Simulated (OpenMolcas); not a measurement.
Mn3+: the spin-orbit constant, worked from levels

- Program: OpenMolcas
- Basis: ANO-RCC-VTZP [6s5p3d2f1g]
- Scalar Hamiltonian: DKH2, point nucleus
- Active space: 10 electrons in 8 orbitals (RAS1 3p, at most 2 holes; RAS2 3d)
- State averaging: 2S+1 = 5 even, 5 roots; 2S+1 = 3 even, 45 roots; 2S+1 = 1 even, 44 roots
- Spin-orbit coupling: state interaction with AMFI integrals over the reference wave functions, term energies averaged over their components

Methods: RASSCF; MS-RASPT2, IPEA 0.25 Eh, imaginary shift 0.1 Eh (closed shells correlated: 3s). Measured levels: Corliss and Sugar, J. Phys. Chem. Ref. Data 6, 1253 (1977).

**The spin-orbit constant.** For the Hund term 5D of d4, E(J) = (A/2) J(J+1) + constant and ζ = 2S·A = 4A. From J = 0 to J = 4 the energy changes by 10 A.

```
   Source  E(4) - E(0)     A    ζ
   RASSCF        988.8  98.9  396
MS-RASPT2        987.9  98.8  395
 measured        885.8  88.6  354
```

All in cm-1. MS-RASPT2 is off by +11.5 % and RASSCF by +11.6 %. Both methods take the spin-orbit matrix elements from the reference wave functions, so the second can move ζ only through the term energies and any multistate remixing. Second-order mixing with other terms is absorbed into this ζ.

CASPT2 breaks the degeneracy within a term, and the mean is taken; among the terms shown or strongly mixed into the levels shown the widest spread is 57 cm-1 (3d4 5D, MS-RASPT2). Active for correlation alone: 3p; no level in the range computed is led by a configuration that opens it, so any true level of that kind is missing. Without dynamic correlation excited terms often stand tens of per cent too high (terms of higher spin than the ground term too low), and those without a measured partner can miss by more than the paired ones (holds for RASSCF). Measured partners are found by configuration, term and J. A level has none where our copy of the source lacks it or the pairing is in doubt (some pairs that miss far off the trend of their configuration count as doubtful), and it then counts in no deviation. Only configurations of the active space appear.
